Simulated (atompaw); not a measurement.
## gallium: one change to a PAW (atompaw) potential, before and after

gallium (Ga), PAW, made with atompaw 4.2.0.5 (LDA (PW92), scalar-relativistic). Core [Ar], reference 3d10 4s2 4p1. Waves: 4s (bound): rc 2.50 bohr; 4s channel at 1.3 Ry: rc 1.40 bohr; 4p (bound): rc 2.50 bohr; 4p channel at 0.45 Ry: rc 2.50 bohr; 3d (bound): rc 1.50 bohr; 3d channel at 3.2 Ry: rc 1.50 bohr. Local part: bessel scheme, radius 2.00 bohr. Core correction: smooth core density matched at 2.05 bohr. Augmentation charge: besselshape compensation charge, radius 2.25 bohr; PAW radius 2.50 bohr; waves and projectors: custom rrkj vanderbiltortho.

Change: wave 3d (bound): rc 1.50 bohr becomes 3d (bound): rc 2.40 bohr.

Cutoffs: the cutoffs (Ry, on a coarse ladder) from which the occupation-weighted sum of valence levels, in a spherical-Bessel basis at the reference potential, stays within 10 and 1 mRy of its value at 400 Ry; they do not see the model core or the augmentation charge, which bear on the density cutoff.

Task: What does the change do?

Result: The potential gets softer (50 Ry and 90 Ry → 18 Ry and 30 Ry); neither file shows a bound ghost.

| quantity | base | changed |
| --- | --- | --- |
| cutoff, loose | 50 Ry | 18 Ry |
| cutoff, tight | 90 Ry | 30 Ry |
| loose cutoff by channel (10 mRy a level) | s 6 Ry, p 6 Ry, d 40 Ry | s 6 Ry, p 6 Ry, d 15 Ry |
| bound ghosts | none | none |
| s: phases at 2.51 bohr within 0.05 rad from the reference energy up to (Ry; the scan ends near 5) | 0.4 | 0.4 |
| p: phases at 2.51 bohr within 0.05 rad from the reference energy up to (Ry; the scan ends near 5) | 4.2 | 4.2 |
| d: phases at 2.51 bohr within 0.05 rad from the reference energy up to (Ry; the scan ends near 5) | 1.0 | 0.7 |
| lowest overlap eigenvalue by channel | s 0.26, p 0.75, d 0.94 | s 0.26, p 0.75, d 1.00 |

 The cutoffs see the waves, projectors and local potential, not the compensation charge or the core.
